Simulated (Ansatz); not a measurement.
Relaxation of C₁₁H₁₄N₄ (relaxed from a model of N-butylpyridinium dicyanamide, whose bonding it doesn't keep) with RKS PBE-D4/def2-SVP.

```sh
$ ansatz run in.yaml --threads 4 --pin off --events-out ev --progress --plain --max-ram 6963MiB
```

```yaml
crystal:
  periodic: [false, false, false]
  atoms:
    - {symbol: C, position_ang: [-3.842060, 1.308780, 1.476790]}
    - {symbol: C, position_ang: [-3.001210, 0.392190, 0.597320]}
    - {symbol: C, position_ang: [-1.508200, 0.645700, 0.787410]}
    - {symbol: C, position_ang: [-0.655630, -0.320390, -0.042030]}
    - {symbol: N, position_ang: [0.755530, -0.058840, 0.134940]}
    - {symbol: C, position_ang: [1.455510, 0.648380, -0.889280]}
    - {symbol: C, position_ang: [2.753270, 1.211150, -0.402070]}
    - {symbol: C, position_ang: [3.333650, 0.754410, 0.714240]}
    - {symbol: C, position_ang: [2.672260, -0.217330, 1.530410]}
    - {symbol: C, position_ang: [1.409520, -0.567820, 1.214720]}
    - {symbol: H, position_ang: [-3.597810, 1.161260, 2.526400]}
    - {symbol: H, position_ang: [-4.900740, 1.105220, 1.338700]}
    - {symbol: H, position_ang: [-3.657860, 2.350420, 1.224740]}
    - {symbol: H, position_ang: [-3.221390, -0.649690, 0.839880]}
    - {symbol: H, position_ang: [-3.267320, 0.551140, -0.450150]}
    - {symbol: H, position_ang: [-1.246480, 0.529230, 1.841820]}
    - {symbol: H, position_ang: [-1.269970, 1.672510, 0.501250]}
    - {symbol: H, position_ang: [-0.875130, -1.350500, 0.259040]}
    - {symbol: H, position_ang: [-0.904900, -0.223870, -1.102220]}
    - {symbol: H, position_ang: [0.814880, 1.436350, -1.312070]}
    - {symbol: H, position_ang: [3.206670, 1.962010, -1.027690]}
    - {symbol: H, position_ang: [4.287580, 1.144830, 1.034540]}
    - {symbol: H, position_ang: [3.159070, -0.624070, 2.398880]}
    - {symbol: H, position_ang: [0.828980, -1.244980, 1.824200]}
    - {symbol: N, position_ang: [1.729660, -0.221150, -2.040890]}
    - {symbol: C, position_ang: [1.677910, -1.359700, -2.380010]}
    - {symbol: N, position_ang: [1.825190, -2.490930, -2.806460]}
    - {symbol: C, position_ang: [1.247080, -3.358700, -3.568570]}
    - {symbol: N, position_ang: [0.791950, -4.185610, -4.223850]}
basis:
  gaussian: {orbitals: def2-SVP}
hamiltonian: {xc: pbe, dispersion: d4}
scf: {lower_state_search: "off"}
output: {orbitals: {seedname: orbitals}}
relax: {f_tol: 0.03, max_steps: 70}
```

Hardware: 4 threads of Arm Neoverse V1 on a shared host. Wall time 2.9 min, peak host memory 0.55 GiB.

Positions (Å) and forces (eV/Å) at steps 1, 2, 3, 4, 5, 6, 7, 8, 9 of 35:

```xyz
29
step=1 energy=-17558.9089 eV
C    -3.842    1.309    1.477    0.228   -0.477   -0.457
C    -3.001    0.392    0.597    0.296    0.608    0.566
C    -1.508    0.646    0.787   -0.425   -0.696   -0.634
C    -0.656   -0.320   -0.042   -0.083    0.655    0.530
N     0.756   -0.059    0.135   -0.098    0.040   -0.018
C     1.456    0.648   -0.889    0.254    0.018   -0.029
C     2.753    1.211   -0.402   -0.623    0.301   -0.460
C     3.334    0.754    0.714   -0.060   -0.429    0.553
C     2.672   -0.217    1.530    0.694    0.216    0.033
C     1.410   -0.568    1.215   -0.322   -0.089   -0.073
H    -3.598    1.161    2.526    0.111   -0.036    0.725
H    -4.901    1.105    1.339   -0.739   -0.051   -0.016
H    -3.658    2.350    1.225    0.076    0.738   -0.096
H    -3.221   -0.650    0.840   -0.164   -0.649    0.044
H    -3.267    0.551   -0.450   -0.159   -0.030   -0.638
H    -1.246    0.529    1.842    0.196   -0.004    0.590
H    -1.270    1.673    0.501    0.199    0.610   -0.105
H    -0.875   -1.351    0.259   -0.103   -0.515    0.040
H    -0.905   -0.224   -1.102   -0.124   -0.054   -0.514
H     0.815    1.436   -1.312   -0.269    0.340   -0.056
H     3.207    1.962   -1.028    0.353    0.571   -0.435
H     4.288    1.145    1.035    0.709    0.280    0.168
H     3.159   -0.624    2.399    0.291   -0.356    0.645
H     0.829   -1.245    1.824   -0.402   -0.491    0.405
N     1.730   -0.221   -2.041    0.042    1.576    0.039
C     1.678   -1.360   -2.380    0.058    0.123   -0.118
N     1.825   -2.491   -2.806    0.692   -1.187    0.058
C     1.247   -3.359   -3.569    0.883    1.724    1.447
N     0.792   -4.186   -4.224   -1.508   -2.735   -2.197
29
step=2 energy=-17559.2100 eV
C    -3.901    1.324    1.483    0.198   -0.162   -0.158
C    -3.035    0.408    0.614    0.108    0.132    0.101
C    -1.533    0.653    0.788   -0.040   -0.126   -0.098
C    -0.651   -0.304   -0.028   -0.216    0.145    0.119
N     0.775   -0.061    0.140   -0.082    0.057    0.054
C     1.476    0.652   -0.895    0.053    0.263    0.186
C     2.760    1.248   -0.387   -0.158    0.023   -0.169
C     3.363    0.759    0.725   -0.035   -0.227    0.143
C     2.719   -0.246    1.531    0.255    0.139   -0.040
C     1.437   -0.588    1.219   -0.070   -0.134   -0.011
H    -3.668    1.186    2.552    0.018    0.002    0.213
H    -4.974    1.120    1.341   -0.190   -0.030   -0.023
H    -3.722    2.384    1.236    0.011    0.220   -0.018
H    -3.258   -0.648    0.855   -0.060   -0.206    0.009
H    -3.303    0.546   -0.450   -0.065   -0.026   -0.197
H    -1.262    0.549    1.855    0.066    0.030    0.200
H    -1.287    1.693    0.502    0.057    0.209   -0.011
H    -0.875   -1.348    0.262   -0.024   -0.172    0.009
H    -0.899   -0.219   -1.101   -0.015   -0.037   -0.176
H     0.818    1.449   -1.298   -0.076    0.023   -0.050
H     3.210    2.030   -1.006    0.099    0.148   -0.076
H     4.342    1.141    1.034    0.159    0.133    0.051
H     3.220   -0.684    2.397    0.047   -0.106    0.148
H     0.854   -1.291    1.824   -0.116   -0.119    0.100
N     1.760   -0.200   -2.076   -0.031   -0.130   -0.299
C     1.724   -1.352   -2.443    0.122    0.268    0.004
N     1.883   -2.500   -2.883    0.107   -0.254    0.027
C     1.262   -3.413   -3.587   -0.251   -0.243   -0.159
N     0.763   -4.291   -4.203    0.130    0.178    0.119
29
step=3 energy=-17559.2348 eV
C    -3.899    1.328    1.474   -0.002   -0.033   -0.030
C    -3.029    0.408    0.614    0.001    0.064    0.049
C    -1.530    0.663    0.794    0.012   -0.066   -0.056
C    -0.660   -0.300   -0.026   -0.069    0.041    0.020
N     0.772   -0.063    0.136    0.040   -0.003    0.034
C     1.469    0.668   -0.896    0.051    0.137    0.216
C     2.752    1.264   -0.381   -0.035    0.016   -0.031
C     3.366    0.749    0.721   -0.049    0.010    0.083
C     2.735   -0.282    1.509    0.084    0.052   -0.056
C     1.446   -0.623    1.197   -0.009   -0.047    0.010
H    -3.677    1.197    2.554   -0.007    0.004   -0.019
H    -4.978    1.123    1.326    0.006    0.013    0.009
H    -3.723    2.397    1.228   -0.004   -0.014    0.003
H    -3.253   -0.655    0.858    0.004    0.011   -0.001
H    -3.298    0.532   -0.460    0.005   -0.007    0.014
H    -1.254    0.564    1.867   -0.002    0.005   -0.016
H    -1.282    1.710    0.509   -0.006   -0.010    0.007
H    -0.885   -1.351    0.258    0.004    0.018    0.005
H    -0.908   -0.218   -1.105    0.000   -0.012    0.004
H     0.799    1.462   -1.292    0.011   -0.045   -0.008
H     3.194    2.076   -0.979   -0.007   -0.025    0.055
H     4.331    1.166    1.055   -0.024   -0.036   -0.053
H     3.242   -0.740    2.369   -0.030   -0.008   -0.030
H     0.861   -1.339    1.797    0.010    0.010   -0.029
N     1.758   -0.176   -2.094   -0.068   -0.210   -0.295
C     1.737   -1.329   -2.463    0.099    0.094    0.012
N     1.905   -2.484   -2.895   -0.011   -0.106    0.022
C     1.262   -3.424   -3.551   -0.195   -0.138   -0.094
N     0.748   -4.324   -4.124    0.192    0.283    0.174
29
step=4 energy=-17559.2496 eV
C    -3.916    1.349    1.445   -0.056    0.131    0.119
C    -3.036    0.411    0.626   -0.056   -0.182   -0.150
C    -1.538    0.679    0.786    0.037    0.206    0.172
C    -0.670   -0.301    0.001    0.132   -0.161   -0.126
N     0.768   -0.059    0.144    0.065   -0.029    0.014
C     1.446    0.706   -0.879   -0.259    0.023    0.181
C     2.727    1.290   -0.367    0.061   -0.111    0.075
C     3.373    0.716    0.694    0.083    0.046   -0.134
C     2.776   -0.357    1.441   -0.125   -0.083    0.004
C     1.470   -0.679    1.155    0.041    0.037   -0.103
H    -3.705    1.255    2.533   -0.010    0.003   -0.069
H    -4.995    1.139    1.296    0.059   -0.001   -0.005
H    -3.742    2.413    1.170   -0.014   -0.060    0.009
H    -3.253   -0.647    0.906    0.023    0.086   -0.013
H    -3.307    0.490   -0.455    0.026   -0.007    0.090
H    -1.250    0.627    1.864   -0.047   -0.006   -0.105
H    -1.308    1.722    0.465    0.006   -0.090    0.010
H    -0.874   -1.344    0.330   -0.035    0.063    0.001
H    -0.929   -0.274   -1.081    0.034    0.024    0.050
H     0.755    1.494   -1.240    0.025    0.035   -0.043
H     3.154    2.141   -0.918   -0.021   -0.057    0.006
H     4.363    1.101    0.995   -0.096    0.007    0.020
H     3.307   -0.873    2.256   -0.046    0.070   -0.097
H     0.893   -1.425    1.727    0.061    0.025    0.001
N     1.699   -0.115   -2.133    0.079   -0.046    0.006
C     1.734   -1.286   -2.443    0.077   -0.249    0.015
N     1.926   -2.475   -2.778    0.076    0.435    0.133
C     1.306   -3.404   -3.468    0.006    0.136    0.076
N     0.826   -4.293   -4.073   -0.126   -0.247   -0.140
29
step=5 energy=-17559.2631 eV
C    -3.915    1.361    1.443   -0.033    0.080    0.069
C    -3.039    0.413    0.627   -0.027   -0.106   -0.097
C    -1.540    0.677    0.785    0.016    0.132    0.114
C    -0.676   -0.308   -0.002    0.096   -0.092   -0.101
N     0.762   -0.068    0.138    0.011    0.004    0.010
C     1.428    0.722   -0.871   -0.054   -0.126    0.120
C     2.711    1.299   -0.360    0.071   -0.046    0.107
C     3.370    0.704    0.681    0.012    0.098   -0.074
C     2.782   -0.390    1.407   -0.087   -0.052    0.006
C     1.477   -0.711    1.126    0.010    0.052   -0.079
H    -3.702    1.274    2.530   -0.002    0.000   -0.045
H    -4.994    1.150    1.297    0.032   -0.003   -0.003
H    -3.741    2.421    1.158   -0.004   -0.038    0.003
H    -3.257   -0.641    0.915    0.011    0.052   -0.003
H    -3.310    0.485   -0.453    0.010    0.002    0.055
H    -1.253    0.625    1.860   -0.020   -0.008   -0.061
H    -1.302    1.717    0.461   -0.007   -0.050    0.007
H    -0.889   -1.349    0.325   -0.004    0.046    0.001
H    -0.934   -0.274   -1.084    0.010    0.003    0.039
H     0.735    1.510   -1.230    0.015   -0.004   -0.011
H     3.134    2.156   -0.903   -0.031   -0.023    0.022
H     4.348    1.101    0.998   -0.041   -0.033   -0.017
H     3.320   -0.917    2.208   -0.027    0.044   -0.070
H     0.910   -1.469    1.690    0.040    0.017   -0.015
N     1.705   -0.088   -2.131   -0.008   -0.072   -0.100
C     1.760   -1.258   -2.441    0.021   -0.111    0.082
N     1.965   -2.444   -2.775    0.018    0.217    0.034
C     1.321   -3.394   -3.417   -0.079   -0.058   -0.062
N     0.820   -4.303   -3.982    0.049    0.074    0.071
29
step=6 energy=-17559.2706 eV
C    -3.909    1.379    1.434   -0.020    0.007    0.002
C    -3.042    0.415    0.625    0.008    0.010    0.004
C    -1.541    0.676    0.780   -0.017    0.002   -0.001
C    -0.684   -0.320   -0.006    0.059   -0.001   -0.019
N     0.753   -0.083    0.132    0.019   -0.008    0.007
C     1.405    0.738   -0.858    0.015   -0.100    0.040
C     2.684    1.317   -0.340    0.072   -0.012    0.084
C     3.362    0.692    0.669   -0.027    0.025   -0.054
C     2.791   -0.434    1.359   -0.002    0.008   -0.007
C     1.485   -0.754    1.086   -0.039    0.020   -0.065
H    -3.691    1.306    2.520    0.004   -0.001   -0.012
H    -4.989    1.168    1.296   -0.003    0.004    0.003
H    -3.734    2.433    1.133    0.003   -0.011   -0.004
H    -3.263   -0.633    0.929    0.000    0.010    0.004
H    -3.315    0.474   -0.453    0.002    0.007    0.009
H    -1.254    0.626    1.854    0.002   -0.007   -0.005
H    -1.299    1.711    0.449   -0.009   -0.004   -0.001
H    -0.902   -1.356    0.329    0.009    0.012    0.006
H    -0.943   -0.288   -1.086   -0.007   -0.006    0.010
H     0.705    1.525   -1.203    0.007   -0.021    0.009
H     3.089    2.197   -0.860   -0.022   -0.019    0.022
H     4.343    1.081    0.984   -0.010   -0.004    0.009
H     3.345   -0.986    2.131   -0.013    0.026   -0.039
H     0.937   -1.538    1.633    0.014    0.021   -0.021
N     1.696   -0.044   -2.138   -0.039   -0.067   -0.128
C     1.786   -1.213   -2.443   -0.027    0.013    0.155
N     2.020   -2.394   -2.774   -0.091   -0.103   -0.109
C     1.345   -3.378   -3.342   -0.140   -0.235   -0.145
N     0.819   -4.317   -3.839    0.251    0.434    0.244
29
step=7 energy=-17559.2763 eV
C    -3.910    1.396    1.426    0.012    0.003   -0.003
C    -3.046    0.419    0.628    0.005    0.000    0.000
C    -1.543    0.675    0.777   -0.010    0.006    0.003
C    -0.688   -0.328   -0.002    0.028   -0.002   -0.010
N     0.749   -0.092    0.129    0.022   -0.020    0.048
C     1.390    0.748   -0.850    0.010   -0.118   -0.007
C     2.668    1.324   -0.332    0.076   -0.008    0.072
C     3.361    0.679    0.654   -0.083    0.050   -0.014
C     2.803   -0.468    1.320    0.029    0.014   -0.013
C     1.495   -0.788    1.054   -0.062    0.043   -0.056
H    -3.688    1.336    2.512    0.001    0.002   -0.003
H    -4.990    1.186    1.294   -0.005   -0.001   -0.001
H    -3.732    2.445    1.110    0.000   -0.003   -0.001
H    -3.270   -0.624    0.945   -0.002    0.003    0.001
H    -3.320    0.467   -0.450   -0.001    0.002   -0.001
H    -1.254    0.633    1.850    0.004   -0.001    0.006
H    -1.300    1.707    0.437   -0.003    0.006    0.001
H    -0.905   -1.361    0.344    0.005    0.003    0.006
H    -0.953   -0.306   -1.081   -0.008   -0.008   -0.003
H     0.683    1.535   -1.180    0.012   -0.009    0.010
H     3.060    2.223   -0.832   -0.020   -0.023    0.028
H     4.335    1.075    0.982    0.019   -0.023   -0.015
H     3.367   -1.036    2.072   -0.015    0.023   -0.041
H     0.956   -1.585    1.590    0.009    0.018   -0.024
N     1.675   -0.018   -2.146   -0.013   -0.056   -0.095
C     1.792   -1.190   -2.433   -0.026    0.011    0.130
N     2.045   -2.372   -2.748   -0.075   -0.042   -0.092
C     1.370   -3.366   -3.296   -0.038   -0.090   -0.052
N     0.848   -4.314   -3.774    0.125    0.222    0.124
29
step=8 energy=-17559.2818 eV
C    -3.905    1.424    1.414    0.004   -0.014   -0.017
C    -3.050    0.424    0.632   -0.002    0.036    0.034
C    -1.546    0.676    0.777   -0.013   -0.042   -0.038
C    -0.700   -0.344    0.006    0.001    0.027    0.028
N     0.737   -0.108    0.126    0.054   -0.044    0.054
C     1.364    0.756   -0.837   -0.006   -0.002   -0.035
C     2.639    1.336   -0.315    0.050    0.012    0.039
C     3.351    0.666    0.639   -0.035   -0.047   -0.048
C     2.814   -0.515    1.264    0.052    0.052    0.008
C     1.502   -0.831    1.014   -0.046    0.009   -0.055
H    -3.678    1.387    2.500    0.001   -0.001   -0.006
H    -4.987    1.217    1.291   -0.005    0.005    0.002
H    -3.722    2.465    1.075   -0.001   -0.009    0.001
H    -3.282   -0.611    0.969    0.002    0.006    0.000
H    -3.325    0.456   -0.445   -0.001    0.002    0.000
H    -1.253    0.645    1.849    0.002   -0.002    0.004
H    -1.300    1.701    0.423    0.000    0.002   -0.001
H    -0.915   -1.369    0.373    0.001    0.004    0.005
H    -0.973   -0.339   -1.071   -0.005   -0.001   -0.003
H     0.649    1.544   -1.146    0.004   -0.012    0.005
H     3.009    2.259   -0.786   -0.013   -0.043    0.029
H     4.331    1.051    0.961   -0.008    0.002    0.010
H     3.398   -1.110    1.980   -0.029    0.031   -0.031
H     0.978   -1.651    1.529    0.003    0.016   -0.019
N     1.644    0.018   -2.156   -0.002   -0.039   -0.011
C     1.803   -1.154   -2.425    0.000   -0.010    0.067
N     2.094   -2.328   -2.738   -0.051    0.037   -0.047
C     1.420   -3.348   -3.236    0.071    0.068    0.044
N     0.904   -4.316   -3.669   -0.025   -0.042   -0.018
29
step=9 energy=-17559.2837 eV
C    -3.908    1.445    1.409    0.045    0.003    0.001
C    -3.058    0.433    0.640   -0.013   -0.028   -0.016
C    -1.551    0.673    0.778    0.026    0.028    0.017
C    -0.706   -0.354    0.014   -0.066   -0.017   -0.008
N     0.732   -0.120    0.124    0.011   -0.021    0.034
C     1.348    0.759   -0.831    0.007    0.066   -0.036
C     2.624    1.337   -0.307    0.001    0.012   -0.030
C     3.350    0.648    0.621   -0.027   -0.015    0.047
C     2.820   -0.544    1.230    0.044    0.005   -0.025
C     1.508   -0.861    0.985   -0.023   -0.001    0.000
H    -3.678    1.421    2.495   -0.005    0.006    0.000
H    -4.992    1.243    1.292    0.007   -0.006   -0.007
H    -3.721    2.481    1.056   -0.004   -0.002    0.006
H    -3.296   -0.597    0.988   -0.002   -0.001   -0.003
H    -3.334    0.455   -0.438   -0.002   -0.007   -0.005
H    -1.256    0.648    1.849    0.000    0.007    0.009
H    -1.302    1.695    0.416    0.004    0.007    0.004
H    -0.920   -1.375    0.392    0.002    0.001    0.000
H    -0.987   -0.359   -1.062    0.004   -0.007   -0.005
H     0.626    1.547   -1.121    0.013   -0.004    0.002
H     2.981    2.276   -0.755   -0.001   -0.028    0.009
H     4.328    1.033    0.949   -0.001   -0.001   -0.005
H     3.413   -1.150    1.927   -0.011    0.004   -0.014
H     0.991   -1.693    1.488    0.002    0.011   -0.001
N     1.621    0.042   -2.162   -0.026   -0.029    0.013
C     1.811   -1.126   -2.431    0.033   -0.015    0.024
N     2.134   -2.286   -2.761   -0.091   -0.028   -0.042
C     1.466   -3.338   -3.202    0.016   -0.051    0.001
N     0.956   -4.333   -3.583    0.058    0.112    0.032
```
